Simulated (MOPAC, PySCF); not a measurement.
Ligands exchanged one at a time, Ge OCH3-I. All species are isolated molecules in the gas phase. One relaxed conformer stands for each flexible species; it need not be the lowest. Strings in code marks are SMILES.

Quantity: redistribution energy (mixed species minus the weighted end members), in eV. Semi-empirical values (MOPAC) are differences of heats of formation.

Level 1: B3LYP/LANL2DZ // PBE0-D3(BJ)/def2-SVP (PySCF)
Level 2: AM1 // PBE0-D3(BJ)/def2-SVP (MOPAC)
Level 3: PM6 // PBE0-D3(BJ)/def2-SVP (MOPAC)
Level 4: PM7 // PBE0-D3(BJ)/def2-SVP (MOPAC)

```tsv
species	level 1	level 2	level 3	level 4
2 of 4 OCH3 replaced by I: `C[O][Ge]([I])([I])[O]C` (C–O–Ge–I torsion -63°, I–Ge–O–C torsion -178°)	0.042	0.52	-0.169	-0.157
1 of 4 OCH3 replaced by I: `C[O][Ge]([I])([O]C)[O]C`	0.008	0.421	-0.102	-0.008
3 of 4 OCH3 replaced by I: `[O](C)[Ge]([I])([I])[I]` (C–O–Ge–I torsion 180°)	0.040	0.53	-0.096	-0.156
```
